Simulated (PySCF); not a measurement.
**Two probes of the same atoms: core binding energy and nuclear shielding**

Compound: C₅H₁₅NOSi.
Structure used (PBE0-D3(BJ)/def2-SVP), in Å, numbered top down from 1:
```
atom  x, y, z in Å
C1    -3.070    0.854   -0.123
C2    -1.685    0.241   -0.200
C3    -1.528   -0.965    0.712
O4    -0.746    1.239    0.152
Si5    0.783    1.353   -0.509
N6     1.866    0.050   -0.172
C7     2.031   -1.086   -1.041
C8     2.453   -0.109    1.135
H9    -3.146    1.715   -0.802
H10   -3.265    1.209    0.901
H11   -3.845    0.122   -0.395
H12   -1.506   -0.084   -1.247
H13   -0.516   -1.388    0.627
H14   -2.255   -1.752    0.460
H15   -1.685   -0.665    1.760
H16    1.324    2.597    0.097
H17    0.662    1.400   -1.998
H18    1.594   -0.885   -2.030
H19    1.550   -2.003   -0.642
H20    3.102   -1.322   -1.192
H21    1.977   -0.920    1.721
H22    3.531   -0.346    1.060
H23    2.358    0.819    1.718
```

Binding energies: delta-SCF UKS SCAN, pcX-2 on the ionised atom, pcseg-1 elsewhere, spin-free X2C in PySCF. Shieldings: GIAO PBE0/pcSseg-1, non-relativistic, same geometry.

| atom | isotropic shielding (ppm) |
| --- | --- |
| C1 | 157.2 |
| C2 | 116.4 |
| C7 | 144.1 |

Problem. What are the C 1s binding energies of these atoms?

Solution. 
```
atom                 environment  C 1s (eV)  isotropic shielding (ppm)
  C1               methyl carbon     290.41                      157.2
  C7             N-methyl carbon     291.50                      144.1
  C2  sp3 carbon bound to oxygen     292.00                      116.4
```

Problem. Among the listed atoms, is the one with the highest binding energy also the least shielded?

Solution. Yes: C2 has both (292.00 eV, 116.4 ppm).

By binding energy: C1 < C7 < C2. By shielding: C2 < C7 < C1.

Of atoms equivalent by bonding only the ionised one is listed; its partners' own values can differ in this conformer. One conformer (not necessarily the lowest) at the PBE0-D3(BJ)/def2-SVP geometry, without solvent, vibrations or thermal averaging.
